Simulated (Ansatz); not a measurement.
H7NO2Si2, SMILES `N[SiH2][SiH](O)O`, charge 0, multiplicity 1.

Task: Give a relaxed structure at PBE0-D4/def2-TZVP (Ansatz). (Estimate.)

Result: Computed: 
```xyz
12

N     1.511   -1.105   -0.380
Si    1.209    0.532    0.108
Si   -1.123    0.611    0.296
O    -1.638    0.284   -1.241
O    -1.623   -0.525    1.382
H     1.071   -1.424   -1.231
H     2.449   -1.472   -0.316
H     1.865    0.717    1.431
H     1.749    1.596   -0.795
H    -1.741    1.869    0.790
H    -2.583    0.274   -1.400
H    -1.146   -1.358    1.357
```
This is one stationary point; other conformers may exist.
